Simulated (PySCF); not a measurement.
## Partial charges of `F[C@H]1C[Si@@H](C2CC2)C1`

Species: C6H11FSi.
Numbering: `[F:1][C@H:2]1[CH2:3][Si@@H:4]([CH:5]2[CH2:6][CH2:7]2)[CH2:8]1` (hydrogens: H9 on C2; H10, H11 on C3; H12 on Si4; H13 on C5; H14, H15 on C6; H16, H17 on C7; H18, H19 on C8)

Geometry (GFN2-xTB, Å), atoms numbered from 1 in this order:
```xyz
19
C6H11FSi angstrom
F      3.412   -0.192   -1.108
C      2.563    0.224   -0.102
C      1.480    1.187   -0.596
Si     0.183    0.246    0.447
C     -1.386   -0.345   -0.391
C     -2.511   -0.878    0.453
C     -2.654    0.445   -0.217
C      1.704   -0.912    0.460
H      3.203    0.676    0.661
H      1.347    1.070   -1.669
H      1.693    2.233   -0.399
H     -0.084    0.874    1.748
H     -1.268   -0.821   -1.357
H     -3.082   -1.712    0.073
H     -2.381   -0.897    1.524
H     -2.621    1.332    0.396
H     -3.325    0.527   -1.059
H      1.645   -1.720   -0.266
H      2.073   -1.327    1.392
```

Density: PBE0/pcSseg-1 (PySCF); schemes: Mulliken, IAO, Hirshfeld and ESP-fitted. The structure is a single GFN2-xTB conformer in the gas phase; no vibrational or solvent corrections.

What partial charge does each atom carry?

In e; atoms taken as equivalent share a row and are averaged (×n: the atom named and its like, n in all):

```
   atom                  environment  Mulliken     IAO  Hirshfeld  ESP-fitted
     F1               alkyl fluorine    -0.339  -0.332     -0.131      -0.310
     C2               sp3 C–F carbon    +0.185  +0.192     +0.060      +0.527
  C3/C8  sp3 carbon bound to silicon    -0.517  -0.573     -0.180      -0.645
    Si4                  SiH silicon    +0.848  +0.893     +0.376      +0.603
     C5  sp3 carbon bound to silicon    -0.546  -0.422     -0.132      -0.327
  C6/C7   three-membered-ring carbon    -0.201  -0.280     -0.086      -0.301
     H9             methine hydrogen    +0.095  +0.134     +0.042      +0.020
H10/H18           methylene hydrogen    +0.151  +0.161     +0.042      +0.188
H11/H19           methylene hydrogen    +0.141  +0.147     +0.035      +0.145
    H12                Si–H hydrogen    -0.077  -0.127     -0.077      -0.093
    H13             methine hydrogen    +0.151  +0.157     +0.048      +0.193
H14/H17           methylene hydrogen    +0.134  +0.152     +0.050      +0.162
H15/H16           methylene hydrogen    +0.133  +0.144     +0.046      +0.144
```

Mean size of the charges over all atoms: ESP-fitted 0.276 e, IAO 0.272 e, Mulliken 0.252 e, Hirshfeld 0.092 e. Each set sums to the total charge, 0, to within 0.001 e. The IAO scheme projects the occupied orbitals on a minimal set of polarised atomic orbitals and counts the electrons in each atom's part of it. The ESP scheme fits charges at the nuclei, held to the total charge, to the electrostatic potential on points at 1.4 to 2.0 times the van der Waals radii.

Lowest charge. The schemes don't all agree: Mulliken C5 (-0.546); IAO C3/C8 (-0.573); Hirshfeld C3/C8 (-0.180); ESP-fitted C3/C8 (-0.645).

Highest charge. All schemes agree: Mulliken Si4 (+0.848); IAO Si4 (+0.893); Hirshfeld Si4 (+0.376); ESP-fitted Si4 (+0.603).

Sum the charges by element, for elements with more than one atom.

| element | atoms | Mulliken | IAO | Hirshfeld | ESP-fitted |
| --- | --- | --- | --- | --- | --- |
| C | 6 | -1.796 | -1.936 | -0.604 | -1.691 |
| H | 11 | +1.286 | +1.375 | +0.358 | +1.398 |

How closely do the schemes follow one another over all atoms?

Correlation coefficient and root-mean-square difference: Mulliken with IAO 0.99, 0.047 e; IAO with Hirshfeld 0.99, 0.219 e; Mulliken with Hirshfeld 0.98, 0.204 e; IAO with ESP-fitted 0.95, 0.111 e; Mulliken with ESP-fitted 0.93, 0.124 e; Hirshfeld with ESP-fitted 0.90, 0.229 e.
